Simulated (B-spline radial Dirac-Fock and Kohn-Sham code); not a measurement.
**How the settings move the core levels of Re⁵⁺**

ΔSCF core binding energies without Breit or QED terms, calculated with a radial B-spline solver. Keys: rel is the Hamiltonian (dirac, or spin-free x2c and nr, where L3 and M5 stand for the whole 2p and 3d shells), method is hf or an exchange,correlation pair (spin-unpolarised, also for the hole states), nuc the nuclear model, radius_factor scales its radius, rmax is the box in bohr, h the logarithmic mesh step, order the B-spline order, points the quadrature points per cell, c_factor scales the speed of light, and damp, ndamp, maxit and tol steer the iteration. The run stops when the commutator error falls below 10·tol·max(1, Z/10), or the numerical noise floor, and the energy has settled to about 1e-8 Ha; the virial ratio is −V/T.

Base input:

```json
{"items": [{"Z": 75, "q": 5, "cfg": [[1, 0, 2], [2, 0, 2], [2, 1, 6], [3, 0, 2], [3, 1, 6], [3, 2, 10], [4, 0, 2], [4, 1, 6], [4, 2, 10], [4, 3, 14], [5, 0, 2], [5, 1, 6], [5, 2, 2]], "A": 187, "rrms": 5.3698, "do": "settings", "holes": ["K", "L3", "M5"],
  "settings": [{"rel": "dirac", "method": "hf", "nuc": "fermi", "radius_factor": 1.0, "rmax": 45.0, "h": 0.3, "order": 8, "points": 10, "c_factor": 1.0, "maxit": 60, "damp": 0.5, "ndamp": 3, "tol": 1e-08}]}]}
```

The ground state converged in 10 iterations, with total energy -16702.55183 Ha, virial ratio 1.88494 and highest orbital energy -65.73 eV. ΔSCF binding energies: K (1s) 72113.0 eV, L3 (2p3/2) 10639.8 eV, M5 (3d5/2) 1960.8 eV.

Changes from the base run:

```
                             changed setting  Δ total energy (Ha)  Δ K (eV)  Δ L3 (eV)  Δ M5 (eV)  iterations
 method = "pbesol"; damp = 0.2; tol = 0.0001             -2.22387    +22.69     -41.44     -13.96           9
                              c_factor = 0.9           -267.15023  +1759.71      +7.35     -11.81          10
radius_factor = 0.8; h = 0.4; c_factor = 0.9                    ?         ?          ?          ?           ?
                                tol = 0.0001              0.00000      0.00       0.00       0.00           7
                           method = "pbesol"             -2.22387    +22.69     -41.44     -13.96           9
                                     h = 0.4             +0.01637     -0.01      -0.01      +0.01          10
                              nuc = "sphere"             +0.00497     -0.06       0.00       0.00          10
```

Problem. What does the change radius_factor = 0.8; h = 0.4; c_factor = 0.9 do?

Solution. The total energy moves by -268.45527 Ha and the binding energies by K +1774.09 eV, L3 +7.29 eV, M5 -11.80 eV; the run takes 10 iterations.
